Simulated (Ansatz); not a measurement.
This geometry of C2H7FGeSe (12 atoms, charge 0, multiplicity 1) is a first-order saddle point.

Method: RHF/def2-SVP in Ansatz 0.2.0.

```xyz
12
Properties=species:S:1:pos:R:3
C -0.924 -1.362 0.509
C 0.201 -0.417 0.879
F -0.234 0.438 1.862
Ge 0.928 0.674 -0.610
Se -0.832 1.931 -1.594
H -1.269 -1.892 1.398
H -0.581 -2.098 -0.219
H -1.774 -0.824 0.086
H 1.034 -0.986 1.298
H 1.986 1.647 -0.089
H 1.544 -0.270 -1.651
H -0.004 3.104 -1.834
```

(1) Which two structures does it join? (They come from a converged band through this point; their orientation in space is the band's.)

(2) How far does it lie above each of them?

Results:

(1) No bond is made or broken. The dihedral H10–Ge4–Se5–H12 goes from -62 to 99°.

First end point:

```xyz
12
Properties=species:S:1:pos:R:3
C -0.944 -1.168 0.623
C 0.266 -0.278 0.808
F -0.086 0.802 1.592
Ge 1.063 0.464 -0.852
Se -0.523 1.781 -2.019
H -1.332 -1.472 1.596
H -0.675 -2.066 0.064
H -1.736 -0.648 0.083
H 1.046 -0.818 1.349
H 2.284 1.309 -0.482
H 1.455 -0.660 -1.818
H -0.741 2.698 -0.910
```

Last end point:

```xyz
12
Properties=species:S:1:pos:R:3
C -0.943 -1.169 0.713
C 0.256 -0.281 0.960
F -0.087 0.694 1.873
Ge 0.990 0.659 -0.626
Se -0.690 2.116 -1.465
H -1.294 -1.588 1.657
H -0.676 -1.993 0.049
H -1.762 -0.611 0.259
H 1.063 -0.864 1.410
H 2.226 1.456 -0.204
H 1.356 -0.340 -1.731
H -0.362 1.866 -2.862
```

(2) 7.1 kJ/mol above the first and 2.2 kJ/mol above the second. This is the barrier of this one path; another mechanism may lie lower.

The run took 3.8 min on 2 threads of Arm Neoverse V1 (shared host), peak memory 0.46 GiB.
